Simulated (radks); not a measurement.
Values are calculated unless marked as measured or tabulated.
Q: Br II, 34 electrons, occupied as [Ar] 3d10 4s2 4p4. Code: a radial shooting solver on a logarithmic mesh with Libxc functionals. Model: non-relativistic Kohn-Sham, PBE, spin-unpolarised, spherical densities, point nucleus; hard spherical wall at 12 bohr. Some entries of the table are withheld. Estimate them.

orbital  occ.  eigenvalue (hartree)  r(max) (bohr)  <r> (bohr)
1s          2             -481.3856        0.02885         (1)
2s          2             -62.21056         0.1630      0.1937
2p          6                   (2)            (3)      0.1672
3s          2              -8.85108         0.4938         (4)
3p          6              -6.71976         0.4853      0.5687
3d         10              -2.92230         0.4304      0.5876
4s          2              -1.08830            (5)       1.663
4p          4              -0.64246          1.634         (6)
5s          0              -0.20113          4.174       4.662
4d          0              -0.13490          3.028       3.924
5p          0              -0.12169          5.154       5.631

A: 
(1) 1s <r> (bohr): 0.04369
(2) 2p eigenvalue (hartree): -56.11748
(3) 2p r(max) (bohr): 0.1291
(4) 3s <r> (bohr): 0.5624
(5) 4s r(max) (bohr): 1.433
(6) 4p <r> (bohr): 1.969
